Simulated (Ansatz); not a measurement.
ditellurium (Te2), triplet, at a GFN2-xTB geometry (all electrons, no relativity); Ansatz (a first-principles code) with PBE-D3BJATM/3-21G.

The Ansatz input:
Ansatz 0.2 input:
```yaml
crystal:
  periodic: [false, false, false]
  atoms:
    - {symbol: Te, position_ang: [-0.00000000, -0.00000000, -1.30099916]}
    - {symbol: Te, position_ang: [0.00000000, 0.00000000, 1.30099916]}
basis:
  gaussian:
    orbitals: 3-21G.json
hamiltonian:
  xc: pbe
  dispersion: d3bjatm
magnetization: {spin_polarized: true, initial_magnetization: 2}
```
The basis file holds 3-21G in the JSON format of the Basis Set Exchange.

It wrote (shortened):

```
Functional definition: PBE
850 factors; their error is unknown
mean field evaluation 1: about -358389.2131 eV, gradient 9.0e0 eV
mean field evaluation 2: about -358389.2865 eV, gradient 1.5e0 eV
mean field evaluation 4: about -358389.3027 eV, gradient 4.6e-2 eV
mean field evaluation 8: about -358389.2638 eV, gradient 2.6e-3 eV
mean field -358389.26382888 eV, -13170.5625207434 hartree, gradient 4.4e-6 eV, S^2 2.000478; 0 other end points of the search recorded, 0 dependent functions left out
reference -358389.26385176 eV, -13170.5625215843 hartree; 53, 51 occupied and 13, 15 virtual orbitals, 850 factors
Total energy: -358389.31498757 eV, -13170.5644007904 hartree
```
